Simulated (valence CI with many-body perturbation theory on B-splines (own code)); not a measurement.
**Hg XLII: what each term of the Hamiltonian does**

Calculated by configuration interaction combined with many-body perturbation theory (CI+MBPT): three valence electrons over a frozen Dirac-Fock core [Kr], a basis of 9 s, 9 p, 10 d, 8 f, 5 g, 3 h, 1 i functions for each j, with the one-electron correlation potential Σ1, the two-electron term Σ2, the three-electron term Σ3, Breit, model QED; selected CI, second order for the rest (own B-spline code, finite nucleus).

The last digits are not significant, and no measured levels were compared; by estimate large intervals hold to a few tenths of a per cent, small ones and those within an open d or f shell to about a per cent. Only levels of the ground parity were solved; by the run's estimate the other parity begins above the list, which can be wrong where configurations are misplaced.

Each rung adds one term. CI alone is the Dirac-Coulomb CI over the frozen core; QED comes last and gives the full result, which names the levels. Energies are above (4d3/2^3) J=3/2 on the same rung, in cm⁻¹.

Levels are named by their leading jj configuration (3d3/2^4 stands for four electrons in 3d with j = 3/2), which in mixed levels can hold well under half, so a name can repeat and another be missing. Letters in brackets count levels of one name in rising energy.

```
                    Level  CI alone     Σ1     Σ2    Σ3   Breit    QED    Full
(4d3/2^2 4d5/2) J=5/2 [a]    198780   +906   +458  +164   -4524   +588  196372
    (4d3/2^2 4d5/2) J=3/2    219659   +890   -470  +512   -4182   +577  216985
    (4d3/2^2 4d5/2) J=7/2    238188   +943  -1572  -160   -5451   +599  232546
    (4d3/2^2 4d5/2) J=9/2    240877   +935  -2526   -22   -5824   +586  234025
    (4d3/2^2 4d5/2) J=1/2    239116   +898   -994  +508   -4407   +583  235704
(4d3/2^2 4d5/2) J=5/2 [b]    318454   +957  -2129  -407   -4616   +617  312877
(4d3/2 4d5/2^2) J=7/2 [a]    430315  +1798   +476   +57   -9140  +1168  424674
    (4d3/2 4d5/2^2) J=9/2    449190  +1832   -721  +172  -10003  +1181  441652
(4d3/2 4d5/2^2) J=3/2 [a]    461388  +1798   +860  -179   -8512  +1173  456529
    (4d3/2 4d5/2^2) J=1/2    472025  +1806   +147  +493   -8735  +1177  466912
(4d3/2 4d5/2^2) J=5/2 [a]    479241  +1776  -1649  -504   -8623  +1154  471393
   (4d3/2 4d5/2^2) J=11/2    486323  +1852  -3200   -16  -10692  +1178  475445
(4d3/2 4d5/2^2) J=5/2 [b]    509924  +1846  -1866  -612   -9195  +1189  501286
(4d3/2 4d5/2^2) J=7/2 [b]    514786  +1826  -3226  -379   -9556  +1170  504621
(4d3/2 4d5/2^2) J=3/2 [b]    576838  +1849   +399  -690   -8541  +1200  571056
          (4d5/2^3) J=9/2    677883  +2718   +492  -156  -14009  +1767  668694
          (4d5/2^3) J=3/2    723303  +2686   -183  -368  -12907  +1750  714281
          (4d5/2^3) J=5/2    757639  +2676  +1941  -871  -12787  +1750  750349
```

The middle columns are the shifts that each term adds.

Task: How does the ionisation energy move along the ladder, and which term matters most?

Result: CI alone 1986.5, + Σ1 1989.5, + Σ2 1991.2, + Σ3 1991.2, + Breit 1989.7, + QED 1989.9 eV. The largest step is Σ1, 2.9 eV. NIST lists 1989 ± 4 eV (theoretical).
